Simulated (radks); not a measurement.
Question: The platinum ion Pt2+, 76 electrons, occupied as [Kr] 4d10 4f14 5s1.5 5p6 5d8 6d0.5 (fractional occupations, a model configuration). Calculated with a radial shooting solver on a logarithmic mesh with Libxc functionals: scalar-relativistic Kohn-Sham, BP86, spin-polarised, spherical densities, finite nucleus; open shells are filled with parallel spins first (spin-orbit coupling, left out, can overturn this in heavy ions); Fermi nuclear charge, rms radius 5.427 fm. Some entries of the table are withheld. Estimate them.

| orbital | occ. | eigenvalue (eV) | <r^2> (bohr^2) |
|---|---|---|---|
| 1s up | 1 | -78433.96 | 0.0004062 |
| 1s down | 1 | -78433.86 | 0.0004062 |
| 2s up | 1 | -13802.15 | 0.006202 |
| 2s down | 1 | -13801.94 | 0.006202 |
| 2p up | 3 | -11969.42 | 0.005201 |
| 2p down | 3 | -11969.24 | 0.005201 |
| 3s up | 1 | -3263.079 | 0.04004 |
| 3s down | 1 | -3262.963 | 0.04004 |
| 3p up | 3 | -2729.035 | 0.04105 |
| 3p down | 3 | -2728.912 | 0.04105 |
| 3d up | 5 | -2148.649 | 0.03401 |
| 3d down | 5 | -2148.481 | 0.03401 |
| 4s up | 1 | -722.6663 | 0.1944 |
| 4s down | 1 | -722.4125 | 0.1944 |
| 4p up | 3 | -547.4443 | 0.2219 |
| 4p down | 3 | -547.1888 | 0.2218 |
| 4d up | 5 | -334.3017 | 0.2534 |
| 4d down | 5 | -333.9941 | 0.2531 |
| 5s up | 1 | -128.8782 | 1.009 |
| 5s down | 0.5 | -127.3286 | 1.006 |
| 4f up | 7 | -97.5209 | 0.3236 |
| 4f down | 7 | -97.0820 | 0.3215 |
| 5p up | 3 | (1) | 1.347 |
| 5p down | 3 | (2) | 1.346 |
| 5d up | 5 | -30.6724 | 2.622 |
| 5d down | 3 | -29.0449 | 2.674 |
| 6d up | 0.5 | -8.6335 | 26.00 |

Answer: 
(1) 5p up eigenvalue (eV): -82.6857
(2) 5p down eigenvalue (eV): -80.9849
